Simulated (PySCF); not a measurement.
# The third ionisation energy along group 14

All values are computed (PySCF 2.14, energy differences of UHF-based or UKS calculations, no spin-orbit coupling). Values in eV. The last column holds reference values (NIST; (s) semi-empirical, (t) theoretical, else measured). Unmarked ones compare directly (S terms, centres of terms, or small fine structure); those marked * lie between the lowest fine-structure levels and include a spin-orbit shift.

| element | configurations | PBE | PBE0 | r2SCAN | MP2 (valence and next inner shell) | SCS-MP2 (valence and next inner shell) | FCI (valence) | reference |
| --- | --- | --- | --- | --- | --- | --- | --- | --- |
| C (x2c-TZVPPall with one added diffuse shell each of s, p, d type, spin-free X2C) | [He] 2s2 → [He] 2s1 | 47.118 | 47.056 | 46.631 | 46.972 | 47.203 | 47.774 | 47.888 |
| Si (x2c-TZVPPall with one added diffuse shell each of s, p, d type, spin-free X2C) | [Ne] 3s2 → [Ne] 3s1 | 33.487 | 33.348 | 32.956 | 33.134 | 33.256 | 33.254 | 33.493 |
| Sn (x2c-TZVPPall with one added diffuse shell each of s, p, d, f type, spin-free X2C) | [Kr] 4d10 5s2 → [Kr] 4d10 5s1 | 30.693 | 30.355 | 30.316 | 30.389 | 30.325 | 29.467 | 30.506 |
| Pb (x2c-TZVPPall with one added diffuse shell each of s, p, d, f type, spin-free X2C) | [Xe] 4f14 5d10 6s2 → [Xe] 4f14 5d10 6s1 | 32.180 | 31.824 | 31.963 | 31.914 | 31.785 | 30.573 | 31.937 |

Task: Fill in the row of Ge (x2c-TZVPPall with one added diffuse shell each of s, p, d type, spin-free X2C) ([Ar] 3d10 4s2 → [Ar] 3d10 4s1).

Result: PBE 34.392; PBE0 34.026; r2SCAN 34.025; MP2 (valence and next inner shell) 33.388; SCS-MP2 (valence and next inner shell) 33.452; FCI (valence) 33.237; reference 34.058 (eV).

"Valence" correlates the outer s and p shells and, in groups 3 to 12 and the f block, the outer d or f shell, open or full, or the next shell where the ion has no valence electron left; the wider scheme adds the next inner shell.
